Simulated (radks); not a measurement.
Polarisability of the barium ion Ba8+, [Kr] 4d10 5s2, at imaginary frequency. Calculated with a radial shooting solver on a logarithmic mesh with Libxc functionals: scalar-relativistic Kohn-Sham, LDA (Slater exchange, Perdew-Wang correlation), spin-polarised, spherical densities, finite nucleus; Fermi nuclear charge, rms radius 4.8378 fm. Response by self-consistent Sternheimer equations with the Hartree and adiabatic LDA kernel, the relativistic mass of each level held fixed and spin-orbit coupling left out.

w (hartree),alpha1(iw) (bohr^3),alpha2(iw) (bohr^5)
0.00266,2.995,3.675
0.0143,2.994,3.675
0.0360,2.990,3.674
0.0697,2.978,3.670
0.118,2.947,3.659
0.186,2.880,3.637
0.280,2.748,3.589
0.413,2.516,3.493
0.605,2.160,3.308
0.892,1.704,2.969
1.35,1.237,2.411
2.12,0.8389,1.662
3.59,0.5114,0.9224
6.94,0.2320,0.3897
17.5,0.05868,0.09128

Static values: alpha1 = 2.995 bohr^3 (0.4438 angstrom^3; uncoupled 5.259), alpha2 = 3.675 bohr^5, alpha3 = 9.783 bohr^7. C6 = 8.040, C8 = 62.52, triple-dipole C9 = 15.98 atomic units. One-pole (London) frequency 4 C6 / (3 alpha1^2) = 1.195 hartree, against 4.601 for minus the highest occupied eigenvalue.
